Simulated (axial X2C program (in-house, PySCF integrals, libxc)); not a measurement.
## PSe⁺ along the bond: PBEsol, two-component

Calculated with an axial X2C code built on PySCF integrals. Two-component (2c) means X2C with spin–orbit coupling and atomic mean-field two-electron Coulomb and Gaunt terms; the speed of light was multiplied by 2, so these are model numbers, not those of the real molecule. Basis: Se dyall-v3z [8s9p5d1f], P dyall-v3z [8s7p2d1f] (cores contracted in-house); Gaussian nuclei, density fitting, unrestricted open shells. Masses: Se 79.917 u, P 30.974 u.

State: Ω = 0 (closed shell). Dipoles are positive if P is the positive end and refer to the centre of mass.

Results along the bond:

| R (Å) | μ (D) | HOMO (eV) | LUMO (eV) |
| --- | --- | --- | --- |
| 1.706 | 1.591 | -15.05 | -10.41 |
| 1.784 | 1.783 | -15.10 | -10.62 |
| 1.843 | 1.931 | -15.13 | -10.77 |
| 1.902 | 2.081 | -15.07 | -10.91 |
| 1.961 | 2.231 | -14.85 | -11.04 |
| 2.030 | 2.406 | -14.62 | -11.19 |
| 2.098 | 2.579 | -14.40 | -11.31 |
| 2.187 | 2.797 | -14.15 | -11.46 |
| 2.294 | 3.054 | -13.88 | -11.62 |
| 2.451 | 3.408 | -13.54 | -11.80 |

The state is one determinant whose occupation by symmetry is held fixed; it was picked as the lowest of a PBE0 search that is not exhaustive. Closed shells are restricted here (equal orbitals for both partners); the stretched side of such a curve lies too high.
